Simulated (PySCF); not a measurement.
C₄H₅Cl₂F.

```xyz
12

C     -2.3949     0.1236    -0.8036
C     -1.4997    -0.5716    -0.1018
F     -1.7232    -0.8513     1.1940
C     -0.1972    -1.1211    -0.5919
C      1.0346    -0.2665    -0.3025
Cl     1.2672    -0.0062     1.4525
Cl     0.9504     1.2987    -1.1755
H     -2.2039     0.3554    -1.8517
H     -3.3120     0.4818    -0.3315
H     -0.0310    -2.1073    -0.1258
H     -0.2430    -1.2616    -1.6830
H      1.9437    -0.7648    -0.6634
```
Charge 0, spin multiplicity 1.

Geometry: r2SCAN-D4/def2-SVP. The structure was generated by enumeration, and PubChem lists no compound with its InChIKey, so it may never have been made. Other conformers were not sampled.

The numbers are results of PBE/pcSseg-1 (PySCF), not measurements. Non-relativistic, no solvent.

Computed absolute GIAO shielding of each atom: isotropic value and principal components (ppm):
```tsv
atom	σ(iso)	σ11	σ22	σ33	span
C1	78.6	-20.2	106.8	149.1	169.3
C2	10.6	-89.2	54.6	66.5	155.8
F3	223.0	125.3	222.6	321.0	195.7
C4	129.7	123.2	126.9	139.1	15.9
C5	87.9	42.5	107.5	113.8	71.3
Cl6	635.8	335.0	588.8	983.7	648.7
Cl7	637.0	313.3	605.0	992.7	679.4
H8	26.5	23.3	25.2	31.1	7.8
H9	26.1	23.0	24.9	30.4	7.4
H10	28.4	25.2	26.9	33.1	7.9
H11	28.6	25.2	27.2	33.4	8.3
H12	25.0	20.7	25.0	29.3	8.6
```
